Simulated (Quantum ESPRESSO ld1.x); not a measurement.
Q: Coherent X-ray form factor from a spherical all-electron density. Calculated with ld1.x of Quantum ESPRESSO 7.5: scalar-relativistic Kohn-Sham, LDA (Slater exchange, VWN5 correlation), spin-polarised, spherical densities, point nucleus.

sin(theta)/lambda (1/angstrom)  f0 (electrons)
0.05                                    41.583
0.1                                     40.389
0.15                                    38.577
0.2                                     36.358
0.25                                    33.953
0.3                                     31.548
0.4                                     27.215
0.5                                     23.813
0.6                                     21.261
0.8                                     17.663
1                                       14.835
1.25                                    11.736
1.5                                      9.273
2                                        6.445

The species is in the configuration that NIST lists as its ground one. Which atom or ion scatters so?

A: The palladium ion Pd4+, [Kr] 4d6. Extrapolating in s^2 from the first two rows gives f0(0) = 42.0, near the electron count 42; among species with that count, the fall with angle is slower the higher Z, and the table is that of Z = 46; from so few rows the species is fixed only to a neighbour or two.
